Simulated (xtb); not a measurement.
xtb input (GFN2-xTB):

```bash
xtb mol.xyz --gfn 2 --ohess tight --chrg 1 --uhf 0
```
mol.xyz:
```
12

Si    -0.17321572    -0.23989950     0.41596353
Cl     0.07400836    -1.29297676     2.23038138
N      1.13847516    -0.64352147    -0.70434245
N     -0.13123020     1.51648354     0.77309545
N     -1.75452476    -0.65529819    -0.28018817
H      2.10231974    -0.35256887    -0.25328000
H      1.03926477    -0.07464569    -1.50941291
H     -0.20061036     2.05409985    -0.09056458
H      0.87135758     1.71897367     1.16382975
H     -1.80497488    -0.04928815    -1.12614956
H     -2.44946919    -0.32551924     0.37370916
H      1.17071206    -1.60490626    -0.90877220
```

Output:

```
           -------------------------------------------------
          |                Calculation Setup                |
           -------------------------------------------------

           -------------------------------------------------
          |                 G F N 2 - x T B                 |
           -------------------------------------------------

        Reference                      10.1021/acs.jctc.8b01176
      * Hamiltonian:
        H0-scaling (s, p, d)           1.850000    2.230000    2.230000
        zeta-weighting                 0.500000
      * Dispersion:
        s8                             2.700000
        a1                             0.520000
        a2                             5.000000
        s9                             5.000000
      * Repulsion:
        kExp                           1.500000    1.000000
        rExp                           1.000000
      * Coulomb:
        alpha                          2.000000
        third order                    shell-resolved
        anisotropic                    true
        a3                             3.000000
        a5                             4.000000
        cn-shift                       1.200000
        cn-exp                         4.000000
        max-rad                        5.000000

          ...................................................
          :                      SETUP                      :
          :.................................................:
          :  # basis functions                  39          :
          :  # atomic orbitals                  37          :
          :  # shells                           19          :
          :  # electrons                        32          :
          :  max. iterations                   250          :
          :  Hamiltonian                  GFN2-xTB          :
          :  restarted?                      false          :
          :  GBSA solvation                  false          :
          :  PC potential                    false          :
          :  electronic temp.          300.0000000     K    :
          :  accuracy                    1.0000000          :
          :  -> integral cutoff          0.2500000E+02      :
          :  -> integral neglect         0.1000000E-07      :
          :  -> SCF convergence          0.1000000E-05 Eh   :
          :  -> wf. convergence          0.1000000E-03 e    :
          :  Broyden damping             0.4000000          :
          :  net charge                          1          :
          :  unpaired electrons                  0          :
          ...................................................

 iter      E             dE          RMSdq      gap      omega  full diag
   1    -18.2748226 -0.182748E+02  0.499E+00    7.06       0.0  T
   2    -18.3705904 -0.957678E-01  0.421E+00    6.37       1.0  T
   3    -18.3756896 -0.509924E-02  0.324E+00    6.56       1.0  T
   4    -18.3468608  0.288288E-01  0.217E+00    5.83       1.0  T
   5    -18.3787943 -0.319335E-01  0.902E-01    6.35       1.0  T
   6    -18.3788723 -0.779464E-04  0.339E-01    6.36       1.0  T
[...]

   Z      Z             #   av. dist./Å        max./Å        min./Å
   1 H    7 N           7     1.0128814     1.0192621     1.0076356
   7 N   14 Si          2     1.6976853     1.6985129     1.6968577
  14 Si  17 Cl          1     1.9775539     1.9775539     1.9775539

           -------------------------------------------------
          |               Frequency Printout                |
           -------------------------------------------------
 projected vibrational frequencies (cm⁻¹)
eigval :       -0.00    -0.00    -0.00     0.00     0.00     0.00
eigval :       54.34    79.25   110.51   154.39   174.00   210.16
eigval :      239.72   251.07   356.70   458.33   502.22   545.56
eigval :      680.09   682.97   764.21   807.19   936.66  1033.78
eigval :     1312.15  1461.31  1462.85  1470.10  1477.61  3374.55
eigval :     3375.70  3378.79  3458.66  3461.70  3488.33  3490.51
 reduced masses (amu)
   1: 17.45   2: 22.83   3: 29.66   4: 27.50   5: 12.65   6: 14.87   7:  5.31   8:  1.61
   9:  9.07  10: 13.32  11: 16.36  12: 15.87  13:  9.95  14: 15.77  15: 15.89  16:  2.72
  17: 19.25  18: 13.65  19:  3.31  20:  3.38  21:  3.14  22:  4.47  23: 16.79  24: 18.73
  25:  2.94  26:  1.76  27:  1.74  28:  2.70  29:  2.43  30:  2.01  31:  1.91  32:  1.45
  33:  1.55  34:  1.62  35:  2.11  36:  2.06
 IR intensities (km·mol⁻¹)
   1:  9.22   2: 10.74   3:  0.48   4:  1.71   5:  2.05   6: 11.64   7:  9.33   8:  0.72
   9: 19.86  10:  0.40  11:  2.28  12:  2.13  13:  4.46  14: 53.12  15:  7.24  16: 96.63
  17: 92.23  18:339.48  19: 69.31  20: 71.20  21: 31.55  22:138.51  23:274.62  24:166.96
  25:296.93  26: 52.17  27: 58.34  28:195.91  29: 86.12  30: 43.34  31: 39.54  32: 70.52
  33: 98.59  34: 28.39  35: 12.08  36: 35.47
 Raman intensities (Ä⁴*amu⁻¹)
   1:  0.00   2:  0.00   3:  0.00   4:  0.00   5:  0.00   6:  0.00   7:  0.00   8:  0.00
   9:  0.00  10:  0.00  11:  0.00  12:  0.00  13:  0.00  14:  0.00  15:  0.00  16:  0.00
  17:  0.00  18:  0.00  19:  0.00  20:  0.00  21:  0.00  22:  0.00  23:  0.00  24:  0.00
  25:  0.00  26:  0.00  27:  0.00  28:  0.00  29:  0.00  30:  0.00  31:  0.00  32:  0.00
  33:  0.00  34:  0.00  35:  0.00  36:  0.00
Molecule has no symmetry elements
It seems to be the C1 point group
 output can be read by thermo (or use thermo option).
 writing <g98.out> molden fake output.
 recommended (thermochemical) frequency scaling factor: 1.0
           -------------------------------------------------
          |             Thermodynamic Functions             |
           -------------------------------------------------

c1  symmetry found (for desy threshold:  0.10E+00) used in thermo

          ...................................................
          :                      SETUP                      :
          :.................................................:
          :  # frequencies                          30      :
          :  # imaginary freq.                       0      :
          :  linear?                             false      :
          :  only rotor calc.                    false      :
          :  symmetry                               c1      :
          :  rotational number                       1      :
          :  scaling factor                  1.0000000      :
          :  rotor cutoff                   50.0000000 cm⁻¹ :
          :  imag. cutoff                  -20.0000000 cm⁻¹ :
          :.................................................:

    mode    ω/cm⁻¹     T·S(HO)/kcal·mol⁻¹    T·S(FR)/kcal·mol⁻¹   T·S(vib)
   ------------------------------------------------------------------------
       1     54.34    -1.38723 ( 58.25%)    -1.03143 ( 41.75%)    -1.23868
       2     79.25    -1.16556 ( 86.32%)    -0.91978 ( 13.68%)    -1.13194
       3    110.51    -0.97193 ( 95.98%)    -0.82137 (  4.02%)    -0.96588
       4    154.39    -0.78040 ( 98.91%)    -0.72240 (  1.09%)    -0.77977
       5    174.00    -0.71313 ( 99.32%)    -0.68699 (  0.68%)    -0.71296
       6    210.16    -0.60891 ( 99.68%)    -0.63108 (  0.32%)    -0.60898
       7    239.72    -0.53814 ( 99.81%)    -0.59210 (  0.19%)    -0.53824
       8    251.07    -0.51373 ( 99.84%)    -0.57840 (  0.16%)    -0.51383
   ------------------------------------------------------------------------

   temp. (K)  partition function   enthalpy   heat capacity  entropy
                                   cal/mol     cal/K/mol   cal/K/mol   J/K/mol
 298.15  VIB   674.                 4160.185     24.066     26.263
         ROT  0.210E+06              888.752      2.981     27.332
         INT  0.141E+09             5048.937     27.047     53.594
         TR   0.116E+28             1481.254      4.968     40.054
         TOT                        6530.1909    32.0155    93.6483   391.8246

       T/K    H(0)-H(T)+PV         H(T)/Eh          T*S/Eh         G(T)/Eh
   ------------------------------------------------------------------------
    298.15    0.104065E-01    0.998324E-01    0.444953E-01    0.553370E-01
   ------------------------------------------------------------------------

         :::::::::::::::::::::::::::::::::::::::::::::::::::::
         ::                  THERMODYNAMIC                  ::
         :::::::::::::::::::::::::::::::::::::::::::::::::::::
         :: total free energy         -18.232703944268 Eh   ::
         ::.................................................::
         :: total energy              -18.288040988566 Eh   ::
         :: zero point energy           0.089425864405 Eh   ::
         :: G(RRHO) w/o ZPVE           -0.034088820107 Eh   ::
         :: G(RRHO) contrib.            0.055337044298 Eh   ::
         :::::::::::::::::::::::::::::::::::::::::::::::::::::

optimized geometry written to: xtbopt.xyz

           -------------------------------------------------
          | TOTAL ENERGY              -18.288040988566 Eh   |
          | TOTAL ENTHALPY            -18.188208602524 Eh   |
          | TOTAL FREE ENERGY         -18.232703944268 Eh   |
          | GRADIENT NORM               0.000311489788 Eh/α |
          | HOMO-LUMO GAP               6.395878262186 eV   |
           -------------------------------------------------

------------------------------------------------------------------------
------------------------------------------------------------------------
Note: The following floating-point exceptions are signalling: IEEE_UNDERFLOW_FLAG IEEE_DENORMAL
normal termination of xtb
 total:
 SCF:
 ANC optimizer:
 analytical hessian:
```

It need not be the lowest isomer of its formula.
